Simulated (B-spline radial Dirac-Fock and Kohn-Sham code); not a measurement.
## Isotope-shift constants of the inner levels of Mo⁴⁺

System: Mo⁴⁺, [Kr] 4d2.

The computed values come from a B-spline atomic structure program: first-order field-shift and mass-shift constants from Dirac-Fock ground and hole states with a Fermi nucleus; the mass shift has no relativistic recoil terms. A binding energy shifts by δE = F·δ⟨r²⟩ + (K_N + K_S)·δ(1/M); F is taken for a change of radius at fixed skin thickness and so holds the higher radial moments.

```
     level  F (meV/fm²)  K_N (meV u)  K_S (meV u)
    K (1s)       -32.38       -11030         5006
   L1 (2s)       -3.521        -1613       -151.8
L2 (2p1/2)       0.2006        -1478         1883
L3 (2p3/2)       0.2436        -1419         1729
   M1 (3s)      -0.6262       -312.7       -109.7
M2 (3p1/2)      0.04744       -261.0        228.0
M3 (3p3/2)      0.05593       -251.1        188.2
M4 (3d3/2)      0.04705       -160.0        203.2
M5 (3d5/2)      0.04635       -158.2        199.2
```

Line shifts in meV from A = 98 (mass 97.9054 u, rms radius 4.4091 fm); radii from Angeli and Marinova (2013).

| A | mass (u) | radius (fm) | Kα1 | Kα2 | Kβ1 | Lα1 |
| --- | --- | --- | --- | --- | --- | --- |
| 91 | 90.9117 | 4.3182 | +20.90 | +20.79 | +21.04 | +0.05 |
| 92 | 91.9068 | 4.3151 | +22.53 | +22.43 | +22.62 | +0.02 |
| 94 | 93.9051 | 4.3529 | +13.31 | +13.24 | +13.38 | +0.02 |
| 95 | 94.9058 | 4.3628 | ? | ? | ? | ? |
| 97 | 96.9060 | 4.388 | +5.39 | +5.37 | +5.39 | -0.01 |
| 100 | 99.9075 | 4.4468 | -9.59 | -9.56 | -9.61 | +0.01 |
| 102 | 101.9103 | 4.4914 | -21.35 | -21.28 | -21.36 | +0.04 |
| 103 | 102.9131 | 4.5145 | -27.53 | -27.44 | -27.54 | +0.05 |
| 104 | 103.9137 | 4.5249 | -30.01 | -29.90 | -30.03 | +0.05 |
| 108 | 107.9240 | 4.5602 | -38.20 | -38.05 | -38.30 | +0.01 |

Task: What are the shifts for A = 95?

Result: Kα1 +11.20 meV (field +13.25, mass -2.05); Kα2 +11.15 meV (field +13.23, mass -2.08); Kβ1 +11.25 meV (field +13.17, mass -1.93); Lα1 +0.01 meV (field -0.08, mass +0.09).
